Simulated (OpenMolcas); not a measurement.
2s² 2p² along the 6-electron sequence

```yaml
Program: OpenMolcas
Method: SS-RASPT2, IPEA 0.25 Eh, imaginary shift 0.1 Eh
Basis: ANO-RCC-VTZP
Scalar_Hamiltonian: DKH2, point nucleus
Spin-orbit_coupling: RASSI with atomic mean-field integrals over the reference wave functions, term energies averaged over their components
```

Active space for each ion: 4 electrons in 9 orbitals (RAS2 2s 2p; RAS3 3d, at most 2 electrons); closed shells correlated by CASPT2: 1s.

Computed levels in cm-1 above ³P₀:

```tsv
Level	N+	O2+	F3+	Ne4+
³P₁	43.6	105	223	399
³P₂	130	311	652	1150
¹D₂	15910	20980	26050	30940
¹S₀	33440	44340	54980	64800
weight of ³P in the lowest level (%)	100	100	100	100
```

Measured, with the error of the calculation in %. Measured levels: N+ from NIST Handbook of Basic Atomic Spectroscopic Data; O2+ from Moore, Selected Tables of Atomic Spectra, NSRDS-NBS 3, section 11; F3+ from Moore, Atomic Energy Levels, vol. I, NSRDS-NBS 35 (1971 reprint of NBS Circular 467, 1949); Ne4+ from NIST levels in Podobedova, Fuhr, Reader and Wiese, J. Phys. Chem. Ref. Data 33, 525 (2004).

```json
{"Level": "³P₁", "N+": "48.7 (-10.4)", "O2+": "113 (-6.9)", "F3+": "225 (-0.9)", "Ne4+": "412 (-3.3)"}
{"Level": "³P₂", "N+": "131 (-0.9)", "O2+": "", "F3+": "613 (+6.3)", "Ne4+": "1110 (+3.6)"}
{"Level": "¹D₂", "N+": "15316 (+3.8)", "O2+": "20273 (+3.5)", "F3+": "25241 (+3.2)", "Ne4+": "30292 (+2.2)"}
{"Level": "¹S₀", "N+": "32689 (+2.3)", "O2+": "43186 (+2.7)", "F3+": "53544 (+2.7)", "Ne4+": "63914 (+1.4)"}
```

The fine-structure level ³P₂ changes by a factor of 8.85 from N+ to Ne4+. Its fourth root runs 3.38, 4.20, 5.05, 5.82, with steps per unit of Z of 0.82, 0.85, 0.77; equal steps would mean a (Z - σ)^4 law with constant σ.

¹D₂ changes by a factor of 1.94 over the same range, with steps per unit of Z of +5070, +5070, +4890 cm-1.

Term energies are means over components that CASPT2 splits; among the terms shown or strongly mixed into the levels shown the widest spread is 16 cm-1 (2s² 2p² ¹D, N+). Active for correlation alone: 3d; no level in the range computed is led by a configuration that fills it, so any true level of that kind is missing. Measured partners are found by configuration, term and J. A level has none where our copy of the source lacks it or the pairing is in doubt (some pairs that miss far off the trend of their configuration count as doubtful), and it then counts in no deviation. Levels of configurations outside the active space are missing.
